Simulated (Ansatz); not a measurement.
Geometry optimisation, Ansatz 0.2.0, RKS PBE-D4/cc-pVDZ.

input.yaml

```yaml
crystal:
  periodic: [false, false, false]
  atoms:
    - { symbol: Al, position_ang: [0.070701, 0.438071, -0.507087] }
    - { symbol: O, position_ang: [0.082018, 0.157726, 2.436981] }
    - { symbol: Si, position_ang: [-1.359572, -0.387982, 3.217094] }
    - { symbol: H, position_ang: [-2.215616, -1.143834, 2.233624] }
    - { symbol: H, position_ang: [-0.931163, -1.30189, 4.332714] }
    - { symbol: H, position_ang: [-2.12158, 0.795252, 3.752369] }
    - { symbol: F, position_ang: [1.509652, -0.223191, -1.091792] }
    - { symbol: F, position_ang: [-1.427493, -0.252358, -0.871706] }
    - { symbol: F, position_ang: [0.083016, 1.951282, 0.263974] }
    - { symbol: H, position_ang: [0.055537, 1.126124, 2.220529] }
basis:
  gaussian: { orbitals: cc-pVDZ }
hamiltonian:
  xc: pbe
  dispersion: d4
relax:
  f_tol: 0.03
  max_steps: 50
```

Command:

```bash
$ ansatz run input.yaml --threads 4 --pin off --max-ram 5120MiB --backend cpu --events-out ev --progress --plain --runs-dir out
```

Question: Where does it end, and by what steps?

Answer: The forces met the threshold. After 23 steps the energy has fallen by 1.023 eV; F8 moved furthest, 1.13 Å. Joined: Al1–O2 (2.96 → 1.94 Å).

| step | energy less start (eV) | largest force component (eV/Å) | accepted |
| --- | --- | --- | --- |
| 0 | 0.0000 | 0.740 | yes |
| 1 | -0.1877 | 0.988 | yes |
| 2 | -0.4962 | 0.954 | yes |
| 3 | -0.7394 | 0.878 | yes |
| 4 | -0.8534 | 0.441 | yes |
| 5 | -0.8848 | 0.156 | yes |
| 6 | -0.9089 | 0.247 | yes |
| 7 | -0.9242 | 0.244 | yes |
| 8 | -0.9389 | 0.387 | yes |
| 9 | -0.9474 | 0.440 | yes |
| 10 | -0.9599 | 0.158 | yes |
| 11 | -0.9730 | 0.259 | yes |
| 12 | -0.9779 | 0.266 | yes |
| 13 | -0.9894 | 0.166 | yes |
| 14 | -0.9985 | 0.262 | yes |
| 15 | -1.0093 | 0.241 | yes |
| 16 | -1.0136 | 0.161 | yes |
| 17 | -1.0166 | 0.121 | yes |
| 18 | -1.0192 | 0.154 | yes |
| 19 | -1.0211 | 0.092 | yes |
| 20 | -1.0222 | 0.048 | yes |
| 21 | -1.0227 | 0.061 | yes |
| 22 | -1.0231 | 0.054 | yes |
| 23 | -1.0234 | 0.023 | yes |

```xyz
10
Properties=species:S:1:pos:R:3
Al -0.110 0.606 0.085
O 0.090 0.165 1.959
Si -1.381 -0.415 2.799
H -1.722 -1.760 2.248
H -0.863 -0.526 4.211
H -2.455 0.621 2.716
F 1.017 -0.343 -0.761
F -1.730 0.009 0.187
F 0.090 2.293 0.017
H 0.809 0.509 2.525
```

Whether the end is a true minimum wasn't checked by a vibrational analysis.

Time of the run: 29 s on 4 threads of Arm Neoverse V2 (shared host), peak memory 0.17 GiB.
